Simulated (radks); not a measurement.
Question: Species: Al11+. Configuration: 2p2 (not the ground configuration). Method: scalar-relativistic Kohn-Sham, PBE, spin-polarised, spherical densities, point nucleus; open shells are filled with parallel spins first; computed with a radial shooting solver on a logarithmic mesh with Libxc functionals. Some entries of the table are withheld. Estimate them.

| orbital | occ. | eigenvalue (Ry) | <r^2> (bohr^2) | <r> (bohr) |
|---|---|---|---|---|
| 1s up | 0 | (1) | (2) | 0.1161 |
| 2p up | 2 | -36.61526 | 0.1872 | 0.3942 |
| 3p up | 0 | -15.19765 | 1.197 | 1.020 |
| 3d up | 0 | -14.81338 | 0.8673 | 0.8697 |

Answer: 
(1) 1s up eigenvalue (Ry): -160.8338
(2) 1s up <r^2> (bohr^2): 0.01800
